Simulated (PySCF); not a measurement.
Job file and geometry (Å, from GFN2-xTB) of an NMR shielding run on SMILES O=C(C(B(C=C)C)=C)N, C6H10BNO, GIAO PBE0/pcSseg-1 NMR shielding, non-relativistic, gas phase (PySCF 2.14.0, density-fitted response routines); density fitting, a coarse starting grid and PySCF grid level 2 are the driver's defaults:

```
$ OMP_NUM_THREADS=1 python probes_run.py task.json out

{"job": {"kind": "nmr", "xc": "PBE0", "basis": "pcSseg-1"}, "charge": 0, "multiplicity": 1}
C     -1.862442    -0.060799     2.035897
C     -0.843065     0.367625     1.291904
B     -0.512270    -0.116158    -0.151613
C     -1.446918    -1.135841    -0.910915
C      0.742837     0.477107    -0.869053
C      0.717641     0.920248    -2.129645
C      2.043622     0.644025    -0.140767
N      2.213854    -0.223240     0.890014
O      2.896709     1.451762    -0.442256
H     -2.060800     0.318237     3.027332
H     -2.545859    -0.816146     1.681674
H     -0.208306     1.132142     1.730679
H     -1.735418    -1.981178    -0.289395
H     -2.375896    -0.636832    -1.187168
H     -1.008359    -1.528650    -1.824381
H     -0.167504     0.855553    -2.740439
H      1.586532     1.386556    -2.569042
H      1.494146    -0.869381     1.159325
H      3.061692    -0.175778     1.430387
```

**Question.** What does the program print?

**Answer.** 
```
coarse grid: 15952 points
cycle   1  E = -388.7266651116  dE =  1.249e+00  |g| = 9.009e-01  |ddm| = 3.897e+00
cycle   2  E = -388.1039435126  dE =  6.227e-01  |g| = 1.927e+00  |ddm| = 2.670e+00
cycle   3  E = -388.8751454037  dE = -7.712e-01  |g| = 3.290e-01  |ddm| = 2.162e+00
cycle   4  E = -388.8994118164  dE = -2.427e-02  |g| = 9.008e-02  |ddm| = 3.685e-01
cycle   5  E = -388.9006377336  dE = -1.226e-03  |g| = 5.134e-02  |ddm| = 9.799e-02
cycle   6  E = -388.9012862432  dE = -6.485e-04  |g| = 1.028e-02  |ddm| = 4.385e-02
cycle   7  E = -388.9013077030  dE = -2.146e-05  |g| = 5.099e-03  |ddm| = 1.287e-02
cycle   8  E = -388.9013139291  dE = -6.226e-06  |g| = 9.425e-04  |ddm| = 4.754e-03
final grid: 154376 points
cycle   9  E = -388.9600092186  dE = -2.678e-05  |g| = 1.386e-02  |ddm| = 3.402e-02
cycle  10  E = -388.9599243371  dE =  8.488e-05  |g| = 2.535e-02  |ddm| = 3.058e-02
cycle  11  E = -388.9600469565  dE = -1.226e-04  |g| = 3.318e-03  |ddm| = 2.187e-02
cycle  12  E = -388.9600493379  dE = -2.381e-06  |g| = 3.451e-04  |ddm| = 2.678e-03
cycle  13  E = -388.9600493549  dE = -1.702e-08  |g| = 2.346e-04  |ddm| = 5.305e-04
cycle  14  E = -388.9600493694  dE = -1.454e-08  |g| = 3.862e-05  |ddm| = 2.246e-04
cycle  15  E = -388.9600493698  dE = -3.348e-10  |g| = 1.249e-05  |ddm| = 4.232e-05
converged SCF energy = -388.9600493698

GIAO shielding tensors (ppm)
atom      isotropic    diamagn.    paramagn.     s11        s22        s33       span
  0 C       35.027     254.221    -219.194    -89.565     28.943    165.703    255.267
  1 C       36.593     259.688    -223.095    -86.685     20.353    176.110    262.795
  2 B       32.033     190.117    -158.084    -29.020      6.232    118.888    147.908
  3 C      178.777     254.628     -75.851    161.585    186.098    188.649     27.063
  4 C       24.331     262.652    -238.321    -87.743     15.812    144.923    232.666
  5 C       39.822     253.205    -213.384    -79.855     29.553    169.767    249.623
  6 C       17.469     243.665    -226.196    -74.988     30.697     96.699    171.687
  7 N      144.010     324.586    -180.576     61.570    145.114    225.344    163.774
  8 O      -61.812     397.939    -459.751   -321.858   -185.483    321.904    643.762
  9 H       24.847      28.970      -4.123     22.024     24.456     28.062      6.037
 10 H       24.829      31.924      -7.095     21.335     24.316     28.837      7.502
 11 H       24.480      33.454      -8.974     20.244     24.029     29.167      8.924
 12 H       30.480      32.038      -1.558     26.226     29.431     35.781      9.555
 13 H       30.755      31.091      -0.335     26.560     29.071     36.635     10.075
 14 H       30.607      32.515      -1.908     26.840     29.886     35.096      8.255
 15 H       25.437      32.225      -6.788     21.409     25.510     29.390      7.981
 16 H       24.340      30.614      -6.274     20.639     24.475     27.906      7.266
 17 H       27.450      35.206      -7.756     22.284     28.594     31.472      9.188
 18 H       26.924      30.275      -3.351     22.649     23.707     34.416     11.767
```

Size and cost of the density-fitted run: 203 basis functions, 38 s wall time on 1 thread of an Arm Neoverse V2, shared host; peak memory 0.86 GiB.
